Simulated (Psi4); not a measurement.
chromium atom (Cr), septet. Base run: M06-2X/6-31G* in Psi4.

Here is a job for Psi4.
```
memory 2 GB

molecule {
0 7
Cr    0.00000000    0.00000000    0.00000000
}

set {
  basis 6-31g*
  reference uks
}

energy('m06-2x')
print_variables()
```

Each row names what was changed in the base input (with any setting that the change needs).

| change | ΔE vs base (µEh) | SCF cycles | grid points | basis functions | outcome |
|---|---|---|---|---|---|
| base | 0.0 | 10 | 21436 | 39 | converged |
| basis_guess = sto-3g | 0.0 | 10 | 21436 | 39 | converged |
| puream = true | 5874 | 10 | 21436 | 34 | converged |
| basis_guess = true | 0.0 | 6 | 21436 | 39 | converged |
| dft_spherical_points = 590 | 0.1 | 10 | 41300 | 39 | converged |
| scf_type = cd | 569 | 10 | 21436 | 39 | converged |
| puream = false | 0.0 | 10 | 21436 | 39 | converged |
| scf_type = dfdirj+cosx | -988 | 11 | 21436 | 39 | converged |
| soscf = true | - | - | - | 39 | stopped with an error |
| scf_type = pk | -9.5 | 10 | 21436 | 39 | converged |
| damping_percentage = 20 | -0.7 | 33 | 21436 | 39 | converged |
| dft_nuclear_scheme = becke | 0.0 | 10 | 21436 | 39 | converged |
| scf_type = mem_df | 0.0 | 10 | 21436 | 39 | converged |

Open shells are given as the SCF converged; they aren't shown to be the lowest states, and a large step between rows can be another state.

- soscf = true: ended with `Fatal Error: Vx: UKS does not support rotated V builds for MGGA's`
